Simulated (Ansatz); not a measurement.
`C[BH][GeH2][F]` + CH₄ → `C[BH][GeH2][CH3]` + H–F  (formal exchange of groups at a Ge–F bond)

Gas-phase electronic energies from Ansatz, PBE0-D4/def2-TZVP geometries. CBS: MP2 limit from def2 TZ/QZ plus the TZ coupled-cluster correction, frozen cores. This one scheme is used for every species. DFT in def2-TZVPP. B3LYP here is the variant with VWN-RPA as its local correlation; programs differ in this. For Ge outer-core shells are correlated without core-valence functions, which leaves a few kJ/mol of doubt a bond. Scalar relativity is left out up to krypton. Each species was taken in one conformer, which may not be the lowest.

`C[BH][GeH2][F]`:

```xyz
10

C    -1.411    0.062    0.764
B    -0.331   -0.654   -0.082
Ge    1.451    0.264   -0.572
F     2.359   -0.738   -1.689
H    -1.097    0.941    1.328
H    -2.144    0.410    0.015
H    -1.974   -0.616    1.412
H    -0.541   -1.751   -0.513
H     2.393    0.464    0.634
H     1.295    1.617   -1.298
```

CH₄:

```xyz
5

C     0.000    0.000    0.000
H    -0.159   -0.784   -0.740
H     0.717    0.724   -0.387
H     0.388   -0.440    0.918
H    -0.945    0.501    0.208
```

`C[BH][GeH2][CH3]`:

```xyz
13

C    -0.950    2.103    0.640
B    -0.221    0.748    0.827
Ge    0.574   -0.358   -0.730
C     0.476   -2.297   -0.440
H    -1.350    2.301   -0.355
H    -0.156    2.851    0.815
H    -1.707    2.311    1.401
H    -0.027    0.348    1.944
H     2.069    0.026   -0.865
H    -0.080   -0.021   -2.090
H     0.968   -2.830   -1.254
H     0.967   -2.559    0.498
H    -0.564   -2.623   -0.390
```

H–F:

Z-matrix (Å, degrees):
```
F
H 1 0.920
```

```json
{"level": "PBE-D4", "ΔE (kJ/mol)": "77.8", "difference from CCSD(T)/CBS": "6.2"}
{"level": "PBE0-D4", "ΔE (kJ/mol)": "75.2", "difference from CCSD(T)/CBS": "3.6"}
{"level": "B3LYP-D4", "ΔE (kJ/mol)": "88.0", "difference from CCSD(T)/CBS": "16.4"}
{"level": "ωB97X-V", "ΔE (kJ/mol)": "86.7", "difference from CCSD(T)/CBS": "15.1"}
{"level": "PBE", "ΔE (kJ/mol)": "81.6", "difference from CCSD(T)/CBS": "10.0"}
{"level": "r2SCAN", "ΔE (kJ/mol)": "87.6", "difference from CCSD(T)/CBS": "16.0"}
{"level": "PBE0", "ΔE (kJ/mol)": "78.6", "difference from CCSD(T)/CBS": "7.0"}
{"level": "B3LYP", "ΔE (kJ/mol)": "94.1", "difference from CCSD(T)/CBS": "22.5"}
{"level": "HF/def2-TZVPP", "ΔE (kJ/mol)": "103.4", "difference from CCSD(T)/CBS": "31.8"}
{"level": "SCS-MP2/def2-TZVPP", "ΔE (kJ/mol)": "80.1", "difference from CCSD(T)/CBS": "8.5"}
{"level": "CCSD/def2-TZVPP", "ΔE (kJ/mol)": "76.2", "difference from CCSD(T)/CBS": "4.6"}
{"level": "CCSD(T)/def2-TZVPP", "ΔE (kJ/mol)": "73.7", "difference from CCSD(T)/CBS": "2.1"}
{"level": "HF/def2-QZVPP", "ΔE (kJ/mol)": "105.6", "difference from CCSD(T)/CBS": "34.0"}
{"level": "SCS-MP2/def2-QZVPP", "ΔE (kJ/mol)": "79.9", "difference from CCSD(T)/CBS": "8.3"}
{"level": "MP2/CBS(def2)", "ΔE (kJ/mol)": "68.9", "difference from CCSD(T)/CBS": "-2.7"}
{"level": "CCSD/CBS(def2)", "ΔE (kJ/mol)": "74.1", "difference from CCSD(T)/CBS": "2.5"}
{"level": "CCSD(T)/CBS", "ΔE (kJ/mol)": "71.6", "difference from CCSD(T)/CBS": "0"}
```

Largest T1 diagnostic among the species: 0.012.

From PBE to PBE0 (25 % exact exchange), in def2-TZVPP and without D4, ΔE moves by −3.1 kJ/mol. The D4 term adds −6.1 kJ/mol with B3LYP and −3.4 kJ/mol with PBE0; it sums over pairs of atoms, weighted by their polarisabilities, and B3LYP, whose exchange is more repulsive, gets the larger term.
